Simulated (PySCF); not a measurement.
# What a mistake does to a calculation on BCGeH5N cation

All numbers below are calculated, not measured. They come from PySCF 2.14.0, an open-source quantum chemistry program, on an isolated molecule that a program drew, which may never have been made. The molecule is BCGeH5N cation (charge +1, singlet), drawn as the SMILES string `C=B[NH][GeH2+]`.

Each row is a Hartree-Fock (HF) and frozen-core CCSD(T) single point in the cc-pVDZ basis, meant for a local HF minimum. Run 1 is clean. Each other run has one planted mistake out of seven kinds, and not every kind appears here: one electron removed, one electron added, multiplicity raised by two, geometry at a saddle point, minimal basis STO-3G, one bond length entered in bohr, all coordinates scaled. The reference is restricted for singlets and unrestricted otherwise, and also for a bond in bohr. Adding or removing an electron swaps singlet and doublet. Electrons count all cores. HOMO and LUMO are orbital energies over both spins, the gradient is its largest component, and the lowest frequency (negative if imaginary) is given only where the gradient is small. Bond lengths are over the 8 bonds as drawn. T1 is the CCSD diagnostic: over 0.02 (restricted) or 0.045 (unrestricted) a single reference is doubtful. Germanium has the cc-pVDZ-PP basis, with a core potential (ECP10MDF) in place of its 10 inner electrons, and its 3s, 3p and 3d shells are frozen in CCSD(T).

Geometry of the clean run:
```xyz
9
BCGeH5N cation, angstrom
C     0.0223   -1.6948   -1.6860
B     0.8998   -0.8412   -1.0587
N     1.7312    0.0430   -0.3269
Ge    1.2729    0.6585    1.2535
H    -0.7445   -1.3330   -2.3617
H     0.0827   -2.7702   -1.5615
H     2.6122    0.3251   -0.7304
H     2.2331    1.5934    1.9441
H    -0.0526    0.1973    1.7931
```

| run | electrons | basis functions | <S^2> | HOMO (eV) | LUMO (eV) | gradient (hartree/bohr) | lowest frequency (cm^-1) | mean bond (Å) | longest bond (Å) | T1 | HF (hartree) | CCSD(T) (hartree) | mistake |
|---|---|---|---|---|---|---|---|---|---|---|---|---|---|
| 1 | 54 | 90 | 0.000 | -12.77 | -5.36 | 3.6e-05 | 127 | 1.3423 | 1.757 | 0.0169 | -413.00317 | -413.51339 | no fault |
| 2 | 54 | 90 | 1.419 | -12.63 | -5.34 | 1.2e-02 | - | 1.4953 | 2.599 | 0.0429 | -412.81966 | -413.29151 | one bond length entered in bohr |
| 3 | 53 | 90 | 0.755 | -22.43 | -10.22 | 8.0e-02 | - | 1.3423 | 1.757 | 0.0134 | -412.58560 | -413.04256 | one electron removed |
| 4 | 54 | 90 | 0.000 | -12.46 | -5.12 | 3.5e-05 | -483 | 1.3427 | 1.742 | 0.0268 | -412.98450 | -413.49952 | geometry at a saddle point |
| 5 | 54 | 90 | 0.000 | -13.53 | -5.17 | 1.1e-01 | - | 1.2161 | 1.592 | 0.0129 | -412.89373 | -413.38050 | ? |

**Which mistake was planted in run 5, and what did it cost?**

The mean and the longest bond both change by the same factor, 0.906, and the gradient is no longer small. So the mistake is: all coordinates scaled. Subtracting run 1 and multiplying by 627.51 kcal/mol a hartree, the energy moved by 68.7 kcal/mol in HF and 83.4 kcal/mol in CCSD(T).

Cautions from the logs. Run 4: T1 is over the limit, so its CCSD(T) energy is less reliable.
